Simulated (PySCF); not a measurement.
Compound: CH₁₁NSi₃.
Atom-mapped SMILES: `[NH2:1][Si@@H:2]([SiH3:3])[CH2:4][SiH3:5]` (hydrogens: H6, H7 on N1; H8 on Si2; H9, H10, H11 on Si3; H12, H13 on C4; H14, H15, H16 on Si5)

Computed geometry: GFN2-xTB, gas phase.

Question: List the bond lengths, angles and torsions at this level.

Answer: 
```csv
bond,length (pm)
N1–Si2,172.8
Si2–Si3,230.4
Si2–C4,190.6
C4–Si5,189.6
"N1–H6, N1–H7",100.7
Si2–H8,148.8
"Si3–H9, Si3–H10, Si3–H11",146.7
C4–H12,109.1
C4–H13,109.1
"Si5–H14, Si5–H15, Si5–H16",146.6
```

Bonds in one row agree within 1 pm and their mean is given. A selection of angles:
```csv
angle,degrees
Si2–N1–H6,119.3
H6–N1–H7,109.6
N1–Si2–Si3,107.6
N1–Si2–C4,105.3
N1–Si2–H8,112.4
Si3–Si2–C4,114.5
Si3–Si2–H8,111.7
C4–Si2–H8,105.3
Si2–Si3–H9,111.5
Si2–Si3–H10,114.8
Si2–Si3–H11,112.9
H9–Si3–H10,105.5
Si2–C4–Si5,116.6
Si2–C4–H12,107.8
Si2–C4–H13,109.0
Si5–C4–H12,108.7
Si5–C4–H13,108.6
H12–C4–H13,105.6
C4–Si5–H14,109.1
C4–Si5–H16,110.7
H14–Si5–H15,108.7
H14–Si5–H16,108.0
```

Dihedral angles: N1–Si2–C4–Si5 -49° (synclinal).

N1 (silicon-bound nitrogen) has angles 119.3°, 119.3° and 109.6°, sum 348.2°, 0.24 Å off the plane of its three neighbours. Si5 (SiH3 silicon) is tetrahedral (angles from 108.0° to 110.7°). Si2 (SiH silicon) is distorted tetrahedral (angles from 105.3° to 114.5°). Si3 (SiH3 silicon) is distorted tetrahedral (angles from 105.3° to 114.8°).

Point group: C1 (no symmetry element, even within 0.4 Å). No GFN2-xTB frequencies stand behind this structure, so it isn't proved a minimum. One conformer, not necessarily the lowest (H–N1–Si2–Si3 -167° and 53°, N1–Si2–C4–Si5 -49°).
